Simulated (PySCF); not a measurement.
HClGeO (SMILES [OH][Ge][Cl]), singlet, geometry from GFN2-xTB. Base run: PBE0/6-31G, TDDFT run with PySCF.

PySCF was given this input:
```python
from pyscf import gto, scf, dft, tdscf

mol = gto.Mole()
mol.atom = '''
    Ge    0.020097   -0.302547    0.582204
    Cl    0.368257    1.338301   -0.763051
    O    -0.730023   -1.354225   -0.644643
    H    -1.063302   -2.235817   -0.501528
'''
mol.basis = '6-31g'
mol.charge = 0
mol.spin = 0
mol.verbose = 4
mol.build()

mf = dft.RKS(mol)
mf.xc = 'pbe0'
mf.kernel()
td = mf.TDDFT()
td.nstates = 5
td.kernel()
td.analyze()
```

Variants of this job, named by their change:

```tsv
change	first excitation (eV)	oscillator strength of the first	second (eV)	core-seconds (rough)
base	4.10	0.045	5.13	20
functional = lc_wpbe	4.20	0.056	5.91	50
functional = blyp	3.91	0.029	4.47	9
functional = pbe	3.93	0.032	4.56	10
guess vectors = 13 for 5 states	4.10	0.045	5.13	20
states = triplets; response = Tamm-Dancoff	2.95	-	4.66	10
functional = bhandhlyp	4.25	0.057	5.66	20
response = Tamm-Dancoff	4.21	0.062	5.13	9
functional = camb3lyp	4.12	0.047	5.34	60
nstates = 10	4.10	0.045	5.13	20
nstates = 2	4.10	0.045	5.13	10
```

An iterative solver can miss low states, so a row lists the states that it found.
